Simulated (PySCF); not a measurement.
Isomers of C2H4B2. All species are isolated molecules in the gas phase. One relaxed conformer stands for each flexible species; it need not be the lowest. Strings in code marks are SMILES.

These are TPSSh-D3(BJ)/def2-TZVP // CAM-B3LYP-D3(BJ)/def2-TZVP (PySCF) values and carry that method's errors. All candidates: neutral, multiplicity 1. Delta-SCF ions had no search for a lower state. 

HOMO: -4.78 eV
HOMO–LUMO gap: 1.79 eV
vertical ionisation energy (Delta-SCF): 7.28 eV

Q: Name which member has these values.
(A) `CB1B=C1`
(B) `BC#CB`
(C) `B1=BCC1`
(D) `B=C=BC`

A: C, `B1=BCC1`. The others give `CB1B=C1`: -7.09 eV, 4.57 eV, 9.88 eV; `BC#CB`: -7.99 eV, 5.19 eV, 10.62 eV; `B=C=BC`: -6.50 eV, 4.90 eV, 9.21 eV
